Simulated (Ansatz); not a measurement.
carbon atom (C), triplet. Base run: Ansatz (a quantum-chemistry and plane-wave program) with MP2/def2-SV(P).

Input for Ansatz:
Ansatz 0.2 input:
```yaml
crystal:
  periodic: [false, false, false]
  atoms:
    - {symbol: C, position_ang: [0.00000000, 0.00000000, 0.00000000]}
basis:
  gaussian:
    orbitals: def2-SV_P_.json
magnetization: {spin_polarized: true, initial_magnetization: 2}
correlation: {method: mp2}
```
The basis file holds def2-SV(P) in the JSON format of the Basis Set Exchange.

Variants of this job, named by their change:

```csv
change,basis functions,E (Eh),MP2 correlation (Eh)
base,14,-37.69532,-0.05009
basis = STO-3G,5,-37.20823,-0.00984
basis = pcseg-1,14,-37.72135,-0.05118
basis = pc-1,14,-37.72187,-0.05125
basis = 6-31G**,15,-37.73297,-0.05211
basis = 6-311G**,18,-37.74502,-0.05597
basis = def2-SVPD,20,-37.69976,-0.05350
basis = 6-311++G**,22,-37.74587,-0.05630
basis = aug-cc-pVDZ,23,-37.74146,-0.05370
basis = cc-pVTZ,30,-37.75849,-0.06692
basis = pcseg-2,30,-37.75344,-0.06436
basis = def2-TZVP,31,-37.75859,-0.06611
basis = def2-TZVPD,37,-37.75882,-0.06629
```

Totals compare only among sets that treat the same electrons; sets with core potentials leave the core out.
